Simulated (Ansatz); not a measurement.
osmium atom (Os), quintet (core potentials on Os); Ansatz (a first-principles code) with BHLYP/def2-TZVP.

Here is a job for Ansatz.
Ansatz 0.2 input:
```yaml
crystal:
  periodic: [false, false, false]
  atoms:
    - {symbol: Os, position_ang: [0.00000000, 0.00000000, 0.00000000]}
basis:
  gaussian:
    orbitals: def2-TZVP
hamiltonian:
  xc: {name: BHLYP}
magnetization: {spin_polarized: true, initial_magnetization: 4}
```

### Question
Predict the main parts of the log of this Ansatz run.

### Answer

```
Functional definition: BHLYP
236 factors; integrals over basis functions are off by at most 2.0e-4 eV
mean field evaluation 1: about -2460.7652 eV, gradient 4.6e0 eV
mean field evaluation 2: about -2460.8357 eV, gradient 1.2e0 eV
mean field evaluation 4: about -2460.8423 eV, gradient 5.5e-1 eV
mean field evaluation 8: about -2460.8435 eV, gradient 5.0e-3 eV
mean field evaluation 16: about -2460.8514 eV, gradient 6.8e-2 eV
mean field evaluation 32: about -2460.8473 eV, gradient 1.1e-1 eV
mean field -2460.85205067 eV, -90.4346448368 hartree, gradient 1.8e-6 eV, S^2 6.010724; 5 other end points of the search recorded, 0 dependent functions left out
reference -2460.85214829 eV, -90.4346484242 hartree; 10, 6 occupied and 30, 34 virtual orbitals, 236 factors
Total energy: -2460.85214829 eV, -90.4346484242 hartree
```
